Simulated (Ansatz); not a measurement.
C2HO, doublet, geometry from GFN2-xTB. Base run: SVWN5/cc-pVDZ run with Ansatz (a first-principles code).

Geometry (Å):
```xyz
4

C      0.0210    -0.2912    -1.1966
C      0.0044     0.0040     0.0171
H      0.1077    -0.5399    -2.2099
O     -0.0325     0.2829     1.1609
```
Charge 0, spin multiplicity 2.
Orbitals are unrestricted.
All else is at Ansatz's defaults.
Base energy -150.68216 Eh.

Each row names what was changed in the base input (with any setting that the change needs).

| change | ΔE vs base (mEh) |
|---|---|
| base | 0.000 |
| point_charge = charge:0.5 position_ang:3.2992, 0.5671, -3.9531 | 1.946 |
| final_grid = 10, 20, 41 | 0.000 |
| lower_state_search = light | 0.000 |
| forces = on | 0.000 |
| accuracy = high | 0.001 |
| fitting.mean_field = def2-universal-JKFIT | -0.030 |
| nuclear_model = gaussian | 0.019 |
| final_grid = 14, 28, 59 | 0.000 |
| fitting.mean_field = cc-pVTZ-JKFIT | -0.037 |
| final_grid = 6, 12, 29 | 0.002 |
